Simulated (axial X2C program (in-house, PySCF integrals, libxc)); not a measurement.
# CHfO: properties at the nuclei

Computed with an axial X2C code built on PySCF integrals: two-component X2C with atomic mean-field Coulomb and Gaunt terms, Gaussian nuclei, basis C dyall-v3z, Hf dyall-v3z, O dyall-av3z with contracted cores.

C–Hf–O held linear, with bonds 2.237 and 1.768 Å (near the PBE0 minimum at charge 0 of the determinant lowest at the starting distance; the state shown can have its own minimum elsewhere, held linear; other orders of the atoms were not compared).

Determinant lowest in the PBE0 search, Ω = 2 (⟨Sz⟩ = 1.99, ⟨Lz⟩ = 0.01 at PBE0), spin on the atoms C 1.22, Hf 0.70, O 0.07:

```csv
level,Eeff magnitude (GV/cm),Ws magnitude Hf (kHz),A∥/gI C (MHz),qzz C (a.u.),A∥/gI Hf (MHz),qzz Hf (a.u.),A∥/gI O (MHz),qzz O (a.u.),μ (D)
PBE0,4.6,1.34,30.9,-0.22,3320,-14.83,17.1,-0.93,-1.45
HF,5.45,1.95,53.6,-0.20,3170,-15.83,12.4,-1.16,-2.43
BHandHLYP,5.65,1.76,47.1,-0.21,3430,-15.15,17.9,-1.04,-1.80
```

Eeff is the effective electric field on the electron electric dipole moment in this Ω state and Ws the scalar–pseudoscalar constant of the nucleus named (defined with the proton number Z and per Ω); A∥ (defined per Ω) follows by multiplying with gI = μI/(I μN); qzz is the electric field gradient, eQq0 = 234.96 MHz × Q/barn × qzz; μ is positive if the O end (last atom) is positive. The operators were transformed with the bare-nucleus X2C matrices; with these basis sets, hyperfine constants and field gradients can be off by tens of per cent, and where levels differ in sign neither size nor sign is settled.

(1) With gI(13C) = 1.4048, gI(177Hf) = 0.2267, Q(177Hf) = 3.365 barn, gI(17O) = -0.7575, Q(17O) = -0.02558 barn (g factors from the IAEA table of nuclear moments by Stone; Q from Pyykkö, Mol. Phys. 2018), turn the PBE0 values of the first state into constants in MHz.

The molecule was held linear; bending was not examined, so a bent shape may lie lower.

Each state is one determinant with collinear spin, which with several unpaired electrons need not be a pure state. Unrestricted Hartree–Fock can overshoot spin polarisation at the nuclei. This is the top spin component of a Σ state; components of lower Ω are not single determinants and can lie lower. With several open shells hyperfine constants can be off by a factor of several. Open-shell Ω = 0 determinants with evenly filled partner blocks cannot be reached by this program, so the Ω shown need not be the lowest component. The search compared states at one distance, so a state with another bond length can lie lower. Further determinants of the search, some of them spin-mixed, are not shown.

Answers

(1) A∥(13C) = 30.9 × 1.4048 = 43.4 MHz; A∥(177Hf) = 3320 × 0.2267 = 753 MHz; eQq0(177Hf) = 234.96 × (3.365) × (-14.83) = -11700 MHz; A∥(17O) = 17.1 × -0.7575 = -13 MHz; eQq0(17O) = 234.96 × (-0.02558) × (-0.93) = 5.59 MHz.
